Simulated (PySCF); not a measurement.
Ionisation energy of Ba²⁹⁺ by level of theory

Ba²⁹⁺ [Ar] 3d9 [3d3/2^4 3d5/2^5, M_J = 5/2] → Ba³⁰⁺ [Ar] 3d8 [3d3/2^4 3d5/2^4, M_J = 4], as a difference of total energies. All numbers are calculated (PySCF 2.14, the two-component X2C-1e Hamiltonian, in an even-tempered Gaussian basis (16 s from 4.6 bohr⁻², ratio 2.8; 12 p from 6 bohr⁻², ratio 2.8; 8 d from 6 bohr⁻², ratio 2.8; 3 f from 25 bohr⁻², ratio 3)). Correlated levels: [Ne] frozen; the 74 highest virtual spinors dropped. "Screened" scales the spin-orbit matrix elements by Boettger's factors to mimic the two-electron term; Breit and QED terms are absent.

| method | ionisation energy (eV) |
| --- | --- |
| GHF (spin-free) | 1782.5 |
| GMP2 (spin-free) | 1784.0 |
| GHF (screened spin-orbit) | 1776.9 |
| GMP2 (screened spin-orbit) | 1778.3 |

Breit and QED terms and the two-electron picture change are absent.

The spin-free rows relax to the high-spin LS determinant and lack the spin-orbit shift.

The labels give the starting determinants; with spin-orbit coupling the two ends relaxed to ⟨J²⟩ = 8.75, ⟨L²⟩ = 6.02, ⟨S²⟩ = 0.77 and ⟨J²⟩ = 20.00, ⟨L²⟩ = 12.58, ⟨S²⟩ = 1.88.

For comparison: 1776 ± 4 eV (theoretical estimate listed by NIST; NIST Atomic Spectra Database, ionization energies).
